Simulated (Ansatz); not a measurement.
Ansatz (a quantum-chemistry and plane-wave program) input (CCSD(T)/def2-SVPD):

Ansatz 0.2 input:
```yaml
crystal:
  periodic: [false, false, false]
  atoms:
    - {symbol: In, position_ang: [0.00000000, 0.00000000, 0.00000000]}
    - {symbol: I, position_ang: [0.00000000, 0.00000000, 2.56752916]}
    - {symbol: I, position_ang: [-0.00000000, -0.00000000, -2.56752916]}
basis:
  gaussian:
    orbitals: def2-SVPD
total_charge: 1
magnetization: {spin_polarized: false}
correlation: {method: ccsd_t, electrons: outside_noble_gas}
output: {forces: true}
```

End of the output:

```
integrals: 0.18 GiB planned
1310 factors; integrals over basis functions are off by at most 2.4e-4 eV
mean field: 0.60 GiB planned
mean field evaluation 1: about -21287.7526 eV, gradient 1.9e1 eV
mean field evaluation 2: about -21287.8507 eV, gradient 1.9e1 eV
mean field evaluation 4: about -21289.3093 eV, gradient 1.2e0 eV
mean field evaluation 8: about -21289.3237 eV, gradient 2.1e-5 eV
mean field evaluation 16: about -21289.1577 eV, gradient 1.1e0 eV
mean field -21289.32372189 eV, -782.3682163575 hartree, gradient 3.3e-6 eV, S^2 0.000000; 0 other end points of the search recorded, 0 dependent functions left out
27 core orbitals not correlated
reference -21289.32372189 eV, -782.3682163575 hartree; 8, 8 occupied and 67, 67 virtual orbitals, 1310 factors
densities: 0.43 GiB planned
second order -6.37677075 eV of doubles, -0.00000000 eV of singles
coupled cluster: 0.30 GiB planned
cycle   1  -6.79855435 eV  change   -4.2e-1 eV  update   7.8e-2
cycle   2  -6.96370380 eV  change   -1.7e-1 eV  update   2.5e-2
cycle   3  -7.00318023 eV  change   -3.9e-2 eV  update   1.4e-2
cycle   4  -7.00048847 eV  change    2.7e-3 eV  update   3.6e-3
cycle   5  -6.99916877 eV  change    1.3e-3 eV  update   1.1e-3
cycle   6  -6.99908467 eV  change    8.4e-5 eV  update   3.0e-4
cycle   7  -6.99908706 eV  change   -2.4e-6 eV  update   9.2e-5
cycle   8  -6.99909987 eV  change   -1.3e-5 eV  update   3.3e-5
cycle   9  -6.99909776 eV  change    2.1e-6 eV  update   1.1e-5
cycle  10  -6.99909525 eV  change    2.5e-6 eV  update   3.3e-6
perturbative correction -0.24357310 eV, -0.0089511464 hartree
the calculation of the forces begins
Total energy: -21296.56639024 eV, -782.6343795101 hartree
Atom 0 at     0.000000     0.000000     0.000000 Å, force    -0.000000    -0.000000    -0.000000 eV/Å
Atom 1 at     0.000000     0.000000     2.567529 Å, force     0.000000     0.000000     0.478176 eV/Å
Atom 2 at    -0.000000    -0.000000    -2.567529 Å, force     0.000000     0.000000    -0.478176 eV/Å
Dipole moment:     0.000000    -0.000000    -0.000000 e Å
```

It need not be the lowest isomer of its formula.
